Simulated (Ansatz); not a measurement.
## Low-lying states of TiH

Program: Ansatz, Gaussian basis, development build. State-averaged CASSCF with equal weights; occupations are averaged over the states; levels count from the state that is lowest in CASSCF. The basis is small, far from the limit. Solutions may break the symmetry of the shape. Lower solutions, or ones in other orbitals, may exist. The average may hold one member of a degenerate pair alone.

Geometry: bond length 2.6700 Å. A bond is stretched, to 1.40 times the sum of the covalent radii.

Basis def2-SVP, nonrelativistic, 9 orbitals frozen in the corrections; active space CAS(5,7). Averaged: 2 quartets.

Problem. Give the levels in order.

Solution. 

```tsv
state	CASSCF (eV)	SC-NEVPT2 (eV)
quartet	0.000	0.000
quartet	0.016	0.023
```

Occupations: 1.91, 1.00, 1.00, 0.50, 0.50, 0.07, 0.02.
